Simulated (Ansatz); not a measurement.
C2H10AlNSi can be A, `[CH3][AlH][NH]C[SiH3]`, or B, `CC[N]([AlH2])[SiH3]`.

Gas-phase electronic energies from Ansatz, PBE0-D4/def2-TZVP geometries. CCSD(T)/CBS is the MP2 limit (def2-TZVPP, def2-QZVPP) plus CCSD(T) − MP2 in def2-TZVPP, frozen cores. Functionals use def2-TZVPP. B3LYP here is the variant with VWN-RPA as its local correlation; programs differ in this. One conformer a species, not always the lowest.

(1) Which isomer does CCSD(T)/CBS put lower? Give the gap. (An estimate is asked.)

(2) Give E(B) − E(A) in kJ/mol with r2SCAN-D4, CCSD(T)/def2-SVP, B2PLYP, CCSD(T)/def2-TZVPP, B3LYP, ωB97M-V, CCSD/def2-TZVPP. (Estimate.)

(3) Does the order hold for the free energy at 298.15 K (harmonic terms from PBE0-D4)? (Best estimate.)

Largest T1 diagnostic: 0.012.

Answers

(1) The calculation gave: B, by 27.0 kJ/mol.

(2) The calculation gave: r2SCAN-D4 -19.0, CCSD(T)/def2-SVP -37.0, B2PLYP -22.4, CCSD(T)/def2-TZVPP -28.8, B3LYP -15.5, ωB97M-V -23.1, CCSD/def2-TZVPP -28.8. None reverses the order clearly.

(3) Ansatz gave: Yes: G(B) − G(A) = -22.7 kJ/mol, for one conformer each. Modes under 60 cm⁻¹, often nearly free rotors, make the harmonic entropy too high.

From PBE to PBE0 (25 % exact exchange), in def2-TZVPP and without D4, E(B) − E(A) moves by −6.0 kJ/mol. In def2-TZVPP, CCSD(T) changes the Hartree–Fock value by +5.6 kJ/mol (the triples alone add +0.1 kJ/mol) and MP2 by +3.7 kJ/mol.
